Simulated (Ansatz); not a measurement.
`N[Si](O)(Cl)[SbH2]` and `N[Si](N)(O)Cl` differ in one atom or group.

Ansatz, PBE0-D4/def2-TZVP geometries, multiplicity 1. Each molecule was computed in one conformer, which needn't be the lowest.

Elements past krypton have def2 core potentials.  Spin–orbit coupling is left out; it splits and shifts lone-pair levels of the heavy atoms by tenths of an eV.

```csv
property,`N[Si](O)(Cl)[SbH2]`
HOMO energy (B3LYP/def2-TZVPP) / eV,-6.75
LUMO energy (PBE0/def2-TZVPP) / eV,-0.20
HOMO–LUMO gap (B3LYP/def2-TZVPP) / eV,6.32
size of the dipole moment (B3LYP/def2-TZVPP) / D,2.16
size of the dipole moment (ωB97M-V/def2-TZVPP) / D,2.24
HOMO energy (PBE/def2-TZVPP) / eV,-5.86
```

Task: Give the same properties after the change, and the shifts. (Best estimate.)

Result: The calculation gave: 
```tsv
property	`N[Si](N)(O)Cl`	shift
HOMO energy (B3LYP/def2-TZVPP) / eV	-7.47	-0.72
LUMO energy (PBE0/def2-TZVPP) / eV	0.73	0.93
HOMO–LUMO gap (B3LYP/def2-TZVPP) / eV	7.83	1.51
size of the dipole moment (B3LYP/def2-TZVPP) / D	1.22	-0.94
size of the dipole moment (ωB97M-V/def2-TZVPP) / D	1.21	-1.03
HOMO energy (PBE/def2-TZVPP) / eV	-6.24	-0.38
```

With PBE0 the HOMO falls by 0.79 eV and the LUMO rises by 0.93 eV, so the gap widens by about 1.72 eV. PBE moves the HOMO by -0.38 eV and ωB97M-V by -1.16 eV. Dipoles are sizes alone; their direction can turn.

B3LYP here is the variant with VWN-RPA as its local correlation; programs differ in this.
